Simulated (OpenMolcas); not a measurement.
**S: terms and fine structure**

```json
{"Program": "OpenMolcas", "Method": "XMS-CASPT2, IPEA 0.25 Eh, imaginary shift 0.1 Eh (closed shells correlated: 2s 2p)", "Basis": "ANO-RCC-VTZP [5s4p2d1f]", "Scalar Hamiltonian": "DKH2, point nucleus", "Active space": "6 electrons in 4 orbitals (3s 3p)", "State averaging": "2S+1 = 3 even, 3 roots; 2S+1 = 1 even, 6 roots; 2S+1 = 3 odd, 3 roots (0 in the spin-orbit step)", "Spin-orbit coupling": "RASSI with atomic mean-field integrals over the reference wave functions, term energies averaged over their components"}
```

With spin-orbit coupling, above the lowest level:

```tsv
Configuration	Term	J	E (cm-1)	Measured (cm-1)	g	Term weight %
3s2 3p4	3P	2	0.0	0.0	1.501	100
3s2 3p4	3P	1	368	396	1.501	100
3s2 3p4	3P	0	538	574		100
3s2 3p4	1D	2	9850	9239	1.000	100
3s2 3p4	1S	0	23350	22180		100
```

Against the 4 measured excited levels shown (NIST Handbook of Basic Atomic Spectroscopic Data) the mean absolute deviation is 460 cm-1; the largest miss in energy is 3s2 3p4 1S0: computed 23350, measured 22180 cm-1 (+5.3 %), and the largest in proportion 3s2 3p4 3P1 (-7.0 %).

Spin-orbit coupling puts the lowest level 188 cm-1 below the lowest spin-free term.

For 3P the intervals divided by the larger J are -169.8, -184.2 cm-1. Landé's interval rule makes them equal in pure LS coupling; they differ by 8 % of their mean. The multiplet is inverted.

Term energies are means over components that CASPT2 splits; among the terms shown or strongly mixed into the levels shown the widest spread is 580 cm-1 (3s2 3p4 1D). No level of 3s 3p5 was computed, though it lies in the active space. Measured partners are found by configuration, term and J. A level has none where our copy of the source lacks it or the pairing is in doubt (some pairs that miss far off the trend of their configuration count as doubtful), and it then counts in no deviation. Levels of configurations outside the active space are missing. The first state left out of the spin-orbit step lies near 95000 cm-1 above the lowest spin-free state of the reference (among the parities and spins computed), and the list stops at four fifths of that energy or lower.

The term weight is that of the spin-free term in the level, not the purity of its configuration.
